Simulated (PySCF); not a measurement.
NMR problem set

PySCF calculation with coordinates at the GFN2-xTB level and PBE0/pcSseg-1 with gauge-including orbitals; single conformer, non-relativistic, gas phase, fast rotation and ring inversion assumed for equivalent nuclei.

Chemical shifts δ = σref − σ; TMS for ¹H (31.72 ppm) and ¹³C (186.93 ppm), all at this level. Splittings of carbon signals by F and P are missing where no couplings were computed. Where no couplings were computed, multiplicities follow the n + 1 count of equivalent neighbours, and m marks all less simple cases (inequivalent or close neighbours, rings, F or P nearby). Shifts are as computed. Against solution values, carbons near 30 ppm lie about +3 ppm off and those near 130 ppm about +5 ppm; carbons on Cl a further +6 ppm. Of 1211 compounds with measured shifts, 218 miss one by over three times the rms of a fit or turn the order of signals round; such compounds aren't used in these exercises. Carbons bonded to Cl come out too deshielded.

Problem. C$_{9}$H$_{9}$F$_{3}$. ¹H NMR (300 MHz, computed): δ 5.80 (q, 1H), 3.94 (m, 1H), 3.07 (m, 1H), 2.93 (m, 1H), 2.89 (m, 1H), 1.96 (d, 3H), 1.94 (d, 1H). ¹³C{¹H} NMR (computed): δ 138.6, 136.5, 132.5, 84.6, 82.6, 38.7, 32.5, 31.2, 17.1. Identify the compound.

Solution. SMILES [C@@H]1(C#C)/C(=C\C)C[C@@H]1C(F)(F)F. The formula gives 4 degrees of unsaturation (1 ring in the answer). 9 carbon signals for 9 carbons: no two carbons are equivalent. Carbon types of the structure: 3 × C, 4 × CH, 1 × CH2, 1 × CH3, which accounts for all hydrogens. δC 138.6: fully substituted alkene carbon; the olefinic region. δC 136.5: CF3 carbon; 3 electronegative neighbours deshield it. δC 132.5: alkene CH; an sp2 carbon of a C=C bond. δC 82.6: terminal alkyne carbon; sp carbons lie upfield of alkene carbons because the cylindrical π system leaves one tensor component strongly shielded.

This is the structure that produced the data.

Problem. C$_{5}$H$_{8}$ClN$_{3}$. ¹H NMR (400 MHz, computed): δ 7.59 (s, 1H), 4.54 (sept, 1H), 1.64 (d, 6H). ¹³C{¹H} NMR (computed): δ 135.3, 134.2, 50.2, 25.6. Identify the compound.

Solution. SMILES CC(C)n1nncc1Cl. The formula gives 3 degrees of unsaturation (1 ring in the answer). 4 carbon signals for 5 carbons: some carbons are equivalent by symmetry or fast rotation. Carbon types of the structure: 1 × C, 2 × CH, 2 × CH3, which accounts for all hydrogens. δC 135.3: aromatic carbon bearing chlorine. δC 134.2: aromatic CH next to a ring nitrogen. δC 25.6: methyl carbon; saturated and bonded to C and H only. δH 4.54: hydrogen on an sp3 CH bonded to N; its carbon carries N, an electronegative neighbour.

The shifts were computed for this structure.

Problem. C$_{7}$H$_{14}$OSi. ¹H NMR (600 MHz, computed): δ 5.99 (br s, 1H), 5.27 (br s, 1H), 4.57 (m, 1H), 4.55 (m, 1H), 4.36 (m, 1H), 4.03 (m, 1H), 3.79 (m, 1H), 3.49 (m, 1H), 1.84 (s, 3H), 1.40 (m, 1H), 1.18 (m, 1H), 0.46 (m, 1H). ¹³C{¹H} NMR (computed): δ 156.2 (C), 117.8 (CH2), 76.0 (CH2), 70.9 (CH2), 32.1 (CH), 28.1 (CH3), 8.0 (CH2). Give a structure.

Solution. SMILES C(=C)(C)[C@@H]1COCC[SiH2]1. The formula gives 2 degrees of unsaturation (1 ring in the answer). 7 carbon signals for 7 carbons: no two carbons are equivalent. Carbon types of the structure: 1 × C, 1 × CH, 4 × CH2, 1 × CH3, leaving 2 H on heteroatoms. δC 156.2: fully substituted alkene carbon; the olefinic region. δC 117.8: terminal =CH2 carbon; an sp2 carbon of a C=C bond. δC 76.0, 70.9: sp3 CH2 bonded to O; the inductive effect lowers its shielding. δH 4.57, 4.55, 3.79, 3.49: hydrogen on an sp3 CH2 bonded to O; its carbon carries O, an electronegative neighbour.

The shifts were computed for this structure.
